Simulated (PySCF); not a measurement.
**MOH across group 13**

Level: PBE0, basis family def2-TZVP, scalar-relativistic core potentials from Rb on and no relativity for lighter atoms.

Each entry is the lowest minimum that a search over a few typed start shapes (and spin states, where more than one is plausible) found, or that minimum re-optimised at the stated level; isomers with ligand–ligand bonds, or fragments after loss of a ligand pair, can lie lower. Open shells are unrestricted; no spin–orbit coupling; PySCF with density fitting.

```json
{"molecule": "HAlO", "2S+1": "1", "point group": "C∞v", "mean bond to the central atom (Å)": "1.581", "dipole (D)": "4.72", "atomisation (kJ/mol)": "786", "highest ω (cm⁻¹)": "1998", "distinct angles (°)": "180"}
{"molecule": "HGaO", "2S+1": "1", "point group": "C∞v", "mean bond to the central atom (Å)": "1.581", "dipole (D)": "4.55", "atomisation (kJ/mol)": "699", "highest ω (cm⁻¹)": "2111", "distinct angles (°)": "180"}
{"molecule": "HInO", "2S+1": "1", "point group": "C∞v", "mean bond to the central atom (Å)": "1.741", "dipole (D)": "4.85", "atomisation (kJ/mol)": "577", "highest ω (cm⁻¹)": "1952", "distinct angles (°)": "180"}
{"molecule": "HTlO", "2S+1": "1", "point group": "C∞v", "mean bond to the central atom (Å)": "1.750", "dipole (D)": "4.76", "atomisation (kJ/mol)": "516", "highest ω (cm⁻¹)": "2039", "distinct angles (°)": "180"}
```

Spin–orbit coupling can matter for HTlO.

Left out of the table are members whose search was unfinished or whose lowest solution was spin-contaminated, unstable, very soft or bonded differently.
